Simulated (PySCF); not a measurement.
**C₄H₁₁ClOSi₃: full NMR table**

- Formula: C4H11ClOSi3
- SMILES: C[SiH](C)[Si@H]1C=C(Cl)[SiH2]O1
- InChI: InChI=1S/C4H11ClOSi3/c1-8(2)9-3-4(5)7-6-9/h3,8-9H,7H2,1-2H3/t9-/m0/s1
- Point group of the computed structure: C1
- Degrees of unsaturation: 2
- Carbon signals: 4
- Proton signals: 7

Mapped SMILES: `[CH3:1][SiH:2]([CH3:3])[Si@H:4]1[CH:5]=[C:6]([Cl:7])[SiH2:8][O:9]1`. Hydrogens are named by the atom that carries them. Ha(Si8) is cis to Si2 on the ring; Hb(Si8) is trans to Si2 on the ring.

PySCF 2.14 calculation with structure optimised with GFN2-xTB and shielding tensors at PBE0/pcSseg-1 (GIAO); rapidly exchanging positions averaged, one conformer, gas phase, relativity neglected.

References, each an isolated molecule treated in the same way: $^{1}$H (31.72 ppm) and $^{13}$C (186.93 ppm) and $^{29}$Si (349.16 ppm) vs TMS; H2O for $^{17}$O (336.08 ppm).

| carbon | δC, type | δH (multiplicity) | HMBC from (2–3 bonds) | span of the C tensor (ppm) |
| --- | --- | --- | --- | --- |
| C1 | -5.8, CH3 | 0.09 (d) | H(Si4), H(Si2), H(C3) | 10 |
| C3 | -4.8, CH3 | 0.35 (d) | H(Si4), H(Si2), H(C1) | 4 |
| C5 | 151.8, CH | 7.18 (d) | H(Si4), Hb(Si8), Ha(Si8), H(Si2) | 224 |
| C6 | 162.4, C | – | H(C5), H(Si4), Hb(Si8), Ha(Si8) | 206 |

Other nuclei:
| atoms | nucleus | environment | δ (ppm) | σ (ppm) |
| --- | --- | --- | --- | --- |
| H(Si4) | $^{1}$H | hydrogen on a silicon bonded to C, O, Si, in a 5-membered ring | 5.94 | 25.78 |
| Hb(Si8) | $^{1}$H | hydrogen on a silicon bonded to C, O, in a 5-membered ring | 5.18 | 26.54 |
| Ha(Si8) | $^{1}$H | hydrogen on a silicon bonded to C, O, in a 5-membered ring | 5.15 | 26.57 |
| H(Si2) | $^{1}$H | hydrogen on a silicon bonded to 2 C, Si | 4.38 | 27.34 |
| Si4 | $^{29}$Si | silicon bonded to C, O, Si, H, in a 5-membered ring | 10.4 | 338.8 |
| Si8 | $^{29}$Si | silicon bonded to C, O, 2 H, in a 5-membered ring | -19.2 | 368.3 |
| Si2 | $^{29}$Si | silicon bonded to 2 C, Si, H | -46.2 | 395.4 |
| O9 | $^{17}$O | oxygen bonded to 2 Si, in a 5-membered ring | 18.0 | 318.1 |

1. Carbon types of the structure: 1 × C, 1 × CH, 2 × CH3, leaving 4 H on heteroatoms.
2. δC 162.4: fully substituted alkene carbon; the olefinic region.
3. δC 151.8: alkene CH; an sp2 carbon of a C=C bond.
4. δC -4.8, -5.8: methyl carbon bonded to Si; an electropositive neighbour leaves it electron-rich and shielded.
5. δH 7.18: hydrogen on an alkene CH; a vinylic proton, deshielded by the sp2 carbon and the C=C anisotropy.
6. δH 0.35, 0.09: hydrogen on a methyl carbon bonded to Si; an electropositive neighbour shields it, as in TMS itself.

Carbons that carry Cl, above all several Cl atoms, come out too deshielded, partly because spin–orbit coupling is missing. Shifts are as computed. Against solution values, carbons near 30 ppm lie about +3 ppm off and those near 130 ppm about +5 ppm; carbons on Cl a further +6 ppm. Of 1211 compounds with measured shifts, 218 miss one by over three times the rms of a fit or turn the order of signals round; such compounds aren't used in these exercises. Experimental scales use liquid or dissolved standards, which lie at an offset from isolated H2O (liquid H2O: subtract about 36 ppm). No couplings were computed; multiplicities are counted from neighbouring protons, with m where these are inequivalent, close in shift, in a saturated or five-membered ring or joined by F or P, and br s for small geminal =CH2 splittings.
